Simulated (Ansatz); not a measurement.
Energy needed to pull apart SiH$_{2}$O$_{3}$ (SMILES O=[Si](O)O), singlet, into free ground-state atoms, from the structure below (displaced at random from a GFN2-xTB minimum); no zero-point or spin–orbit terms; open-shell atoms are treated unrestricted, in their ground-state multiplicity.

O1  (-0.320, -1.645, 1.087)
Si2  (-0.231, -0.381, 0.289)
O3  (1.126, 0.185, -0.426)
O4  (-1.365, 0.694, -0.048)
H5  (1.944, -0.294, -0.355)
H6  (-1.167, 1.460, -0.599)
(Å)

Ansatz 0.2.0; basis: def2-TZVPP; cores frozen in the correlated methods. B3LYP uses VWN-RPA correlation.

```tsv
method	atomization energy (kJ/mol)
PBE-D4	2544
r2SCAN-D4	2497
PBE0-D4	2444
B3LYP-D4	2469
CAM-B3LYP-D4	?
wB97M-V	2498
HF	?
MP2	2534
CCSD	2360
CCSD(T)	2414
```

**Question.** What does CAM-B3LYP-D4 give? (An estimate is asked for; the value comes from the calculation.)

**Answer.** By the calculation: 2493 kJ/mol, which is about 79 kJ/mol more than CCSD(T)/def2-TZVPP.

**Question.** What does HF give? (To be estimated.)

**Answer.** Computed: 1637 kJ/mol, which is about 777 kJ/mol less than CCSD(T)/def2-TZVPP.

In triple zeta the MP2 and coupled-cluster atomization energies are still short of their basis limit by a few kcal/mol a bond, whereas those of the functionals are nearly converged, so these differences are not deviations from converged CCSD(T).

No T1 diagnostic of these runs exceeds 0.016.

For scale, one of the runs: CCSD(T)/def2-TZVPP forces, 163 basis functions (an equivalent command: `ansatz run in.yaml --threads 4`). Hardware: 4 CPU threads, shared host. Wall time 99 s; peak host memory 2.4 GiB.
